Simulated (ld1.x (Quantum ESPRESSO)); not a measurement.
# Which change was made? (Ti, TM)

ld1.x (Quantum ESPRESSO) 7.5 input, shortened:

```
&input
   title='Ti', zed=22., rel=1, dft='PZ', iswitch=3,
   config='[Ar] 3d1 4s0 4p0'
 /
 &inputp
   pseudotype=2, tm=.true., lloc=1,
   nlcc=.false.
 /
3
4S  1  0   0.00   0.00  2.10  2.10  0.0
3D  3  2   1.00   0.00  1.15  1.15  0.0
3P  2  1   6.00   0.00  1.40  1.40  0.0
 &test
   configts(1)='3p6 3d1 4s0 4p0'
 /
```

Cutoffs, loose and tight: the cutoffs (Ry, on a coarse ladder) from which the occupation-weighted sum of valence levels, in a spherical-Bessel basis at the reference potential, stays within 10 and 1 mRy of its value at 400 Ry. They do not see the model core or the augmentation charge, which bear on the density cutoff. Test errors are all-electron minus pseudo excitation energies from the reference, over the configurations 3p6 3d2 4s2 4p0; 3p6 3d2 4s1 4p0; 3p6 3d2 4s0 4p0; 3p6 3d1 4s2 4p1; 3p6 3d3 4s0 4p0; 3p6 3d0 4s0 4p0; 3p6 3d1 4s2 4p0 (two spin-polarised tests are not counted in the largest error); variants that change the core or the reference have their own tests.

The base gives: outcome: generated; cutoff, loose: 120 Ry; cutoff, tight: 140 Ry; bound ghosts: s; largest test error (meV): +145.

(1) After one change the result is: outcome: generated; cutoff, loose: 160 Ry; cutoff, tight: 180 Ry; bound ghosts: s; largest test error (meV): -281. Which change was it?
A. all radii scaled by about 0.83 (s 1.74, p 1.16, d 0.94 bohr)
B. all radii scaled by about 1.33 (s 2.80, p 1.86, d 1.54 bohr)
C. all radii scaled by about 0.92 (s 1.92, p 1.28, d 1.06 bohr)
D. all radii scaled by about 1.11 (s 2.34, p 1.56, d 1.28 bohr)

Results:

(1) A. The others give: all radii scaled by about 1.11 (s 2.34, p 1.56, d 1.28 bohr) → outcome: generated; cutoff, loose: 100 Ry; cutoff, tight: 120 Ry; bound ghosts: s; largest test error (meV): +223 | all radii scaled by about 1.33 (s 2.80, p 1.86, d 1.54 bohr) → outcome: generated; cutoff, loose: 80 Ry; cutoff, tight: 90 Ry; bound ghosts: s; largest test error (meV): +205 | all radii scaled by about 0.92 (s 1.92, p 1.28, d 1.06 bohr) → outcome: generated; cutoff, loose: 140 Ry; cutoff, tight: 160 Ry; bound ghosts: s; largest test error (meV): +75.
